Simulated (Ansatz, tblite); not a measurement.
Isomers of Pb₃F₆ (singlet), found by a short tight-binding search and relaxed with B3LYP-D4/def2-SVP in Ansatz.

In the def2 sets Pb takes a core potential; there is no spin–orbit coupling. The xTB rows come from tblite. Correlated methods freeze 18 core orbitals; core or outer-core shells of Pb are correlated, in sets that lack core-valence functions.

Other spin states weren't relaxed.

A:

```tsv
atom	x (Å)	y (Å)	z (Å)
Pb1	1.077	-0.954	1.433
Pb2	0.107	-0.196	-1.979
Pb3	-2.392	1.201	0.314
F4	1.030	0.690	-0.195
F5	-1.189	1.770	-1.432
F6	-1.741	-0.692	-0.676
F7	-0.903	0.741	1.773
F8	3.144	-0.680	1.460
F9	0.867	-1.880	-0.697
```

B:

```xyz
9

Pb   -0.047   -1.540   -1.425
Pb   -1.668    1.248    0.252
Pb    1.716    0.292    1.174
F    -1.788   -1.014   -0.042
F     0.832   -1.755    0.673
F     1.751   -0.178   -1.062
F    -0.868    0.563   -1.775
F     0.496    1.981    0.236
F    -0.423    0.403    1.970
```

Problem. Estimate which lies lowest at each level, and how far above it the others are (kJ/mol).

Solution. 
```json
{"level": "GFN1-xTB", "A": "80.3", "B": "0.0"}
{"level": "GFN2-xTB", "A": "23.5", "B": "0.0"}
{"level": "HF/def2-SVP", "A": "51.9", "B": "0.0"}
{"level": "PBE-D4/def2-TZVP", "A": "33.5", "B": "0.0"}
{"level": "r2SCAN-D4/def2-TZVP", "A": "47.8", "B": "0.0"}
{"level": "PBE0-D4/def2-TZVP", "A": "36.2", "B": "0.0"}
{"level": "ωB97M-V/def2-TZVP", "A": "46.0", "B": "0.0"}
{"level": "B2PLYP/def2-TZVP", "A": "33.3", "B": "0.0"}
{"level": "MP2/def2-SVP", "A": "58.2", "B": "0.0"}
{"level": "CCSD/def2-SVP", "A": "56.2", "B": "0.0"}
{"level": "CCSD(T)/def2-SVP", "A": "57.4", "B": "0.0"}
```
Point groups (tolerance 0.1 Å): A not assigned, B D3h. Lower isomers may exist.
